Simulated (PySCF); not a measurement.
# Co⁺: ionisation energy

Co⁺ [Ar] 3d8 (3F) → Co²⁺ [Ar] 3d7 (4F), as a difference of total energies. Calculation: PySCF 2.14, in aug-cc-pVTZ (8s7p5d3f2g, 93 functions); no relativity, point nucleus. Correlated levels: valence: [Ar] frozen. The calculations carry no spin-orbit coupling.

```json
{"method": "UHF", "ionisation energy (eV)": "14.338"}
{"method": "LDA", "ionisation energy (eV)": "18.487"}
{"method": "PBE", "ionisation energy (eV)": "18.017"}
{"method": "PBE0", "ionisation energy (eV)": "17.343"}
{"method": "r2SCAN", "ionisation energy (eV)": "17.502"}
{"method": "B3LYP", "ionisation energy (eV)": "17.735"}
{"method": "wB97X", "ionisation energy (eV)": "17.430"}
{"method": "M06", "ionisation energy (eV)": "17.912"}
{"method": "B97-3", "ionisation energy (eV)": "17.363"}
{"method": "MP2 (valence)", "ionisation energy (eV)": "17.100"}
{"method": "SCS-MP2 (valence)", "ionisation energy (eV)": "16.997"}
```

Task: How much does correlation contribute at MP2 (valence)?

Result: 17.100 − (14.338) = 2.762 eV, measured against UHF.

A first-order spin-orbit estimate (lowest level to lowest level, LS coupling) adds -0.010 eV.

These non-relativistic numbers lack the scalar-relativistic shift.

Errors of the correlated levels include the incompleteness of this basis and the frozen core.

For comparison: 17.084 eV (measured; NIST Atomic Spectra Database, ionization energies).
